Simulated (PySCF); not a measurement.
System: C$_{4}$H$_{5}$O$_{2}$ (charge +1, singlet). It need not be the lowest isomer of its formula. 
Coordinates optimised at B3LYP-D3(BJ)/def2-TZVP (Ansatz):
```
C
O 1 1.3342
C 1 1.3445 2 115.01
H 3 1.0764 1 128.41 2 180.00
C 2 1.3771 1 104.45 3 0.00
C 5 1.3558 2 110.14 1 0.00
H 5 1.0752 6 134.48 3 -180.00
H 6 1.0765 5 126.45 7 0.00
O 1 1.4270 2 114.76 5 180.00
H 9 0.9809 1 115.84 2 -67.04
H 9 0.9809 10 111.92 1 -135.82
```
Charge +1, spin multiplicity 1.

Dispersion corrections to the total energy (kcal/mol) from the dftd3 and dftd4 libraries through PySCF: D3(BJ) without and D4 with the three-body term, each with the damping fitted for the functional named.

```tsv
functional	D3(BJ)	D4
B2GP-PLYP	-2.84	-1.89
PBE0	-4.26	-3.81
TPSS	-6.25	-6.21
BLYP	[?]	-10.40
r2SCAN	[?]	-1.13
HF	[?]	-18.06
B2PLYP	-3.87	-3.19
```

Fill in the missing entries.


- BLYP, D3(BJ): -10.55
- r2SCAN, D3(BJ): -1.39
- HF, D3(BJ): -43.10
